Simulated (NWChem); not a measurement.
All runs are NWChem calculations. System: O3S, charge 0, spin multiplicity 1, displaced from the optimised geometry. Level: PBE/cc-pVDZ, spin-restricted.

The NWChem input:

```
start mol
memory heap 200 mb stack 900 mb global 1100 mb
geometry units angstroms nocenter noautoz noautosym
  O      0.000000     0.000000     1.248915
  S      0.000000     0.000000     0.000006
  O     -1.272457     0.000000    -0.734661
  O      1.272457     0.000000    -0.734661
end
basis spherical
  * library cc-pvdz
end
dft
  xc xpbe96 cpbe96
  semidirect memsize 60000000 filesize 0
  iterations 100
end
task dft energy
```

NWChem printed:

```
             Northwest Computational Chemistry Package (NWChem) 7.3.0
             --------------------------------------------------------

                                NWChem Input Module
                                -------------------

 Scaling coordinates for geometry "geometry" by  1.889725989
 (inverse scale =  0.529177249)

                             Geometry "geometry" -> ""
                             -------------------------

 Output coordinates in angstroms (scale by  1.889725989 to convert to a.u.)

  No.       Tag          Charge          X              Y              Z
 ---- ---------------- ---------- -------------- -------------- --------------
    1 O                    8.0000     0.00000000     0.00000000     1.24891500
    2 S                   16.0000     0.00000000     0.00000000     0.00000600
    3 O                    8.0000    -1.27245700     0.00000000    -0.73466100
    4 O                    8.0000     1.27245700     0.00000000    -0.73466100

 Effective nuclear repulsion energy (a.u.)     188.4841721263

            Nuclear Dipole moment (a.u.)
            ----------------------------
        X                 Y               Z
 ---------------- ---------------- ----------------
     0.0000000000     0.0000000000    -3.3318892740


 Summary of "ao basis" -> "" (spherical)
 ------------------------------------------------------------------------------
       Tag                 Description            Shells   Functions and Types
 ---------------- ------------------------------  ------  ---------------------
 *                          cc-pvdz                   on all atoms

  pbe96 is a nonlocal functional; adding pw91lda local functional.

                                 NWChem DFT Module
                                 -----------------

 Summary of "ao basis" -> "ao basis" (spherical)
 ------------------------------------------------------------------------------
       Tag                 Description            Shells   Functions and Types
 ---------------- ------------------------------  ------  ---------------------
 O                          cc-pvdz                  6       14   3s2p1d
 S                          cc-pvdz                  8       18   4s3p1d

 Summary of "ao basis" -> "ao basis" (spherical)
 ------------------------------------------------------------------------------
       Tag                 Description            Shells   Functions and Types
 ---------------- ------------------------------  ------  ---------------------
 O                          cc-pvdz                  6       14   3s2p1d
 S                          cc-pvdz                  8       18   4s3p1d

            General Information
            -------------------
          SCF calculation type: DFT
          Wavefunction type:  closed shell.
          No. of atoms     :     4
          No. of electrons :    40
           Alpha electrons :    20
            Beta electrons :    20
          Charge           :     0
          Spin multiplicity:     1
          Use of symmetry is: off; symmetry adaption is: off
          Maximum number of iterations: 100
          AO basis - number of functions:    60
                     number of shells:    26
          Convergence on energy requested:  1.00D-06
          Convergence on density requested:  1.00D-05
          Convergence on gradient requested:  5.00D-04

              XC Information
              --------------
          PerdewBurkeErnzerhof Exchange Functional  1.000
            Perdew 1991 LDA Correlation Functional  1.000 local
           PerdewBurkeErnz. Correlation Functional  1.000 non-local

             Grid Information
             ----------------
          Grid used for XC integration:  medium
          Radial quadrature: Mura-Knowles
          Angular quadrature: Lebedev.
          Tag              B.-S. Rad. Rad. Pts. Rad. Cut. Ang. Pts.
          ---              ---------- --------- --------- ---------
          O                   0.60       49           7.0       434
          S                   1.00       88           6.0       590
          Grid pruning is: on
          Number of quadrature shells:   235
          Spatial weights used:  Erf1

          Convergence Information
          -----------------------
          Convergence aids based upon iterative change in
          total energy or number of iterations.
          Levelshifting, if invoked, occurs when the
          HOMO/LUMO gap drops below (HL_TOL):  1.00D-02
          DIIS, if invoked, will attempt to extrapolate
          using up to (NFOCK): 10 stored Fock matrices.

                    Damping( 0%)  Levelshifting(0.5)       DIIS
                  --------------- ------------------- ---------------
          dE  on:    start            ASAP                start
          dE off:    2 iters        100 iters           100 iters

      Screening Tolerance Information
      -------------------------------
          Density screening/tol_rho:  1.00D-10
          AO Gaussian exp screening on grid/accAOfunc:  14
          CD Gaussian exp screening on grid/accCDfunc:  20
          XC Gaussian exp screening on grid/accXCfunc:  20
          Schwarz screening/accCoul:  1.00D-08

      Superposition of Atomic Density Guess
      -------------------------------------

 Sum of atomic energies:        -621.76858514

      Non-variational initial energy
      ------------------------------

 Total energy =    -623.726044
 1-e energy   =   -1233.699199
 2-e energy   =     421.488983
 HOMO         =      -0.416283
 LUMO         =      -0.008418

------------------------------------------------------------
EAF file 0: "./mol.aoints.0" size=524288 bytes
------------------------------------------------------------
               write      read    awrite     aread      wait
               -----      ----    ------     -----      ----
     calls:        1         0         0         0         0
   data(b): 5.24e+05  0.00e+00  0.00e+00  0.00e+00
   time(s): 0.00e+00  0.00e+00  0.00e+00  0.00e+00  0.00e+00
rate(mb/s): 0.00e+00  0.00e+00
------------------------------------------------------------

   convergence    iter        energy       DeltaE   RMS-Dens  Diis-err    time
 ---------------- ----- ----------------- --------- --------- ---------  ------
 d= 0,ls=0.0,diis     1   -623.0747347262 -8.12D+02  3.72D-02  2.08D+00     2.1
 d= 0,ls=0.0,diis     2   -622.3445714727  7.30D-01  2.72D-02  9.42D+00     2.2
 d= 0,ls=0.0,diis     3   -623.2463700016 -9.02D-01  8.58D-03  5.91D-01     2.3
 d= 0,ls=0.0,diis     4   -623.2922758503 -4.59D-02  2.80D-03  1.25D-01     2.5
 d= 0,ls=0.0,diis     5   -623.3038119606 -1.15D-02  5.35D-04  3.51D-03     2.6
  Resetting Diis
 d= 0,ls=0.0,diis     6   -623.3041309827 -3.19D-04  5.07D-05  1.56D-05     2.8
 d= 0,ls=0.0,diis     7   -623.3041326785 -1.70D-06  3.03D-05  8.32D-07     2.9
 d= 0,ls=0.0,diis     8   -623.3041320430  6.36D-07  2.13D-05  7.31D-06     3.1
 d= 0,ls=0.0,diis     9   -623.3041327699 -7.27D-07  1.88D-06  3.32D-08     3.3

         Total DFT energy =     -623.304132769933
      One electron energy =    -1232.360207058599
           Coulomb energy =      471.869789661907
    Exchange-Corr. energy =      -51.297887499515
 Nuclear repulsion energy =      188.484172126274

 Numeric. integr. density =       39.999998531216

     Total iterative time =      2.3s

                       DFT Final Molecular Orbital Analysis
                       ------------------------------------

 Vector   18  Occ=2.000000D+00  E=-3.444875D-01
              MO Center= -8.1D-07, -1.4D-10, -5.6D-01, r^2= 2.2D+00
   Bfn.  Coefficient  Atom+Function         Bfn.  Coefficient  Atom+Function
  ----- ------------  ---------------      ----- ------------  ---------------
    38      0.395703  3 O  pz                52      0.395702  4 O  pz
    41      0.247319  3 O  pz                55      0.247319  4 O  pz
     6      0.196139  1 O  pz                27      0.184922  2 S  pz
    30     -0.172392  2 S  d  0               9      0.099609  1 O  pz
    32      0.094904  2 S  d  2              36     -0.092338  3 O  px

 Vector   19  Occ=2.000000D+00  E=-3.215108D-01
              MO Center=  1.3D-06, -5.9D-11, -6.8D-01, r^2= 2.1D+00
   Bfn.  Coefficient  Atom+Function         Bfn.  Coefficient  Atom+Function
  ----- ------------  ---------------      ----- ------------  ---------------
    37      0.447635  3 O  py                51     -0.447636  4 O  py
    40      0.320529  3 O  py                54     -0.320529  4 O  py
    28     -0.153128  2 S  d -2

 Vector   20  Occ=2.000000D+00  E=-2.744587D-01
              MO Center=  8.9D-07, -5.1D-12, -4.6D-01, r^2= 2.4D+00
   Bfn.  Coefficient  Atom+Function         Bfn.  Coefficient  Atom+Function
  ----- ------------  ---------------      ----- ------------  ---------------
    38      0.380408  3 O  pz                52     -0.380408  4 O  pz
    41      0.270364  3 O  pz                55     -0.270364  4 O  pz
     4      0.268377  1 O  px                36     -0.235768  3 O  px
    50     -0.235768  4 O  px                 7      0.199525  1 O  px
    39     -0.168525  3 O  px                53     -0.168525  4 O  px

 Vector   21  Occ=0.000000D+00  E=-9.422478D-02
              MO Center=  1.3D-07, -3.5D-09, -8.1D-02, r^2= 2.0D+00
   Bfn.  Coefficient  Atom+Function         Bfn.  Coefficient  Atom+Function
  ----- ------------  ---------------      ----- ------------  ---------------
    23      0.547554  2 S  py                26      0.505430  2 S  py
     5     -0.345771  1 O  py                37     -0.339144  3 O  py
    51     -0.339144  4 O  py                 8     -0.332178  1 O  py
    40     -0.300257  3 O  py                54     -0.300257  4 O  py
    29     -0.038930  2 S  d -1              20      0.035187  2 S  py

 Vector   22  Occ=0.000000D+00  E=-8.567970D-02
              MO Center=  2.9D-08,  3.4D-09, -2.0D-01, r^2= 1.9D+00
   Bfn.  Coefficient  Atom+Function         Bfn.  Coefficient  Atom+Function
  ----- ------------  ---------------      ----- ------------  ---------------
    18      1.443607  2 S  s                  3     -0.423556  1 O  s
    35     -0.356680  3 O  s                 49     -0.356680  4 O  s
    39     -0.318984  3 O  px                53      0.318984  4 O  px
    36     -0.307636  3 O  px                50      0.307636  4 O  px
     9      0.255979  1 O  pz                32     -0.232070  2 S  d  2

 Vector   23  Occ=0.000000D+00  E= 1.603721D-01
              MO Center= -9.1D-08, -5.0D-10, -1.5D-01, r^2= 2.4D+00
   Bfn.  Coefficient  Atom+Function         Bfn.  Coefficient  Atom+Function
  ----- ------------  ---------------      ----- ------------  ---------------
    27      1.426125  2 S  pz                 3     -1.053585  1 O  s
    18      0.634944  2 S  s                 24      0.398398  2 S  pz
     9      0.295502  1 O  pz                35      0.262214  3 O  s
    49      0.262214  4 O  s                 39      0.260221  3 O  px
    53     -0.260221  4 O  px                30     -0.234754  2 S  d  0

 center of mass
 --------------
 x =   0.00000000 y =   0.00000000 z =  -0.08331573

 moments of inertia (a.u.)
 ------------------
         150.195467086056           0.000000000000           0.000000000000
           0.000000000000         335.163082766778           0.000000000000
           0.000000000000           0.000000000000         184.967615680722

     Multipole analysis of the density
     ---------------------------------

     L   x y z        total         alpha         beta         nuclear
     -   - - -        -----         -----         ----         -------
     0   0 0 0     -0.000000    -20.000000    -20.000000     40.000000

     1   1 0 0      0.000001      0.000001      0.000001      0.000000
     1   0 1 0     -0.000000     -0.000000     -0.000000      0.000000
     1   0 0 1      0.366448      1.849169      1.849169     -3.331889

     2   2 0 0    -22.881446    -57.697342    -57.697342     92.513239
     2   1 1 0     -0.000000     -0.000000     -0.000000      0.000000
     2   1 0 1     -0.000002     -0.000001     -0.000001      0.000000
     2   0 2 0    -18.118732     -9.059366     -9.059366      0.000000
     2   0 1 1      0.000000      0.000000      0.000000      0.000000
     2   0 0 2    -22.160474    -48.779852    -48.779852     75.399230

 Task  times  cpu:        3.3s     wall:        3.3s

 Total times  cpu:        3.3s     wall:        3.3s
```
